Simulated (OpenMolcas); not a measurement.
**neutral silicon: CASPT2 settings compared**

* Program: OpenMolcas 26.06
* Basis: ANO-L-VQZP [6s5p3d2f]
* Scalar Hamiltonian: non-relativistic, point nucleus
* Active space: 4 electrons in 4 orbitals (3s 3p)
* State averaging: 2S+1 = 3 even, 3 roots; 2S+1 = 1 even, 6 roots; 2S+1 = 5 odd, 1 root
* Spin-orbit coupling: state interaction with AMFI integrals over the reference wave functions, term energies averaged over their components

Methods on the same reference wave functions:
A. CASSCF
B. SS-CASPT2, IPEA 0.35 Eh, sigma2 regulariser 0.2 Eh (closed shells correlated: none)
C. SS-CASPT2, IPEA 0.75 Eh, imaginary shift 0.1 Eh (closed shells correlated: none)
D. SS-CASPT2, IPEA 0.4 Eh, imaginary shift 0.25 Eh (closed shells correlated: 2s 2p)

Energies in cm⁻¹ above 3s² 3p² ³P₀, the measured ground level; measured values from NIST Handbook of Basic Atomic Spectroscopic Data.

```json
{"Level": "3s² 3p² ³P₀", "A": "0.0", "B": "0.0", "C": "0.0", "D": "0.0", "Measured": "0.0"}
{"Level": "3s² 3p² ³P₁", "A": "66.7", "B": "67.1", "C": "67.1", "D": "67.0", "Measured": "77.1"}
{"Level": "3s² 3p² ³P₂", "A": "195", "B": "195", "C": "195", "D": "195", "Measured": "223"}
{"Level": "3s² 3p² ¹D₂", "A": "8845", "B": "5740", "C": "5530", "D": "5670", "Measured": "6299"}
{"Level": "3s² 3p² ¹S₀", "A": "15515", "B": "13610", "C": "13560", "D": "13690", "Measured": "15394"}
{"Level": "3s 3p³ ⁵S°₂", "A": "22446", "B": "28620", "C": "27780", "D": "28970", "Measured": "33326"}
```

Deviations, from unrounded energies. A percentage is the sum of absolute deviations over the sum of measured energies, with the sign that they share, or ± where signs differ.

```
                        Against measurement  Levels      A      B      C      D
             mean absolute deviation (cm-1)       5   2700   1400   1600   1300
      fine structure of the ground term (%)       2  -12.9  -12.9  -12.9  -12.9
other terms of the ground configuration (%)       2  +12.3  -10.8  -12.0  -10.8
                   other configurations (%)       1  -32.6  -14.1  -16.6  -13.1
```

B, D lie about equally close to measurement and A furthest from it. The largest miss of D in the table is 3s 3p³ ⁵S°₂, by -4400 cm-1. The ranking rests on the paired levels alone, and a cruder setting can come out closer through cancelling errors.

Among B to D the level of the table that moves most is 3s 3p³ ⁵S°₂, by 1200 cm-1 (lowest in C, highest in D). Moves below CASPT2's spread within the term are not significant.

From A to B the spin-free energies of the other terms of 3s² 3p² shown, above ³P, scale by factors of 0.64 to 0.88.

The lowest spin-free term lies below A's lowest term by 0.050 hartree in B, 0.042 hartree in C, 0.080 hartree in D.

CASPT2 does not keep the components of a term degenerate, so their means are used; among the terms shown or strongly mixed into the levels shown the widest spread is 57 cm-1 (3s² 3p² ¹D, C). Terms of s pⁿ other than that of highest spin mix with s² pⁿ⁻² d, which this space lacks; all of them can be thousands of cm-1 off, and some have no real level of that name. Without dynamic correlation excited terms often stand tens of per cent too high (terms of higher spin than the ground term too low), and those without a measured partner can miss by more than the paired ones (holds for A). Computed and measured levels are paired by configuration, term and J; levels that our copy of the source lacks, or whose pairing is in doubt (as where it misses far off the trend of its configuration), stay unpaired and out of the deviations. Only configurations of the active space appear.

° marks odd parity.
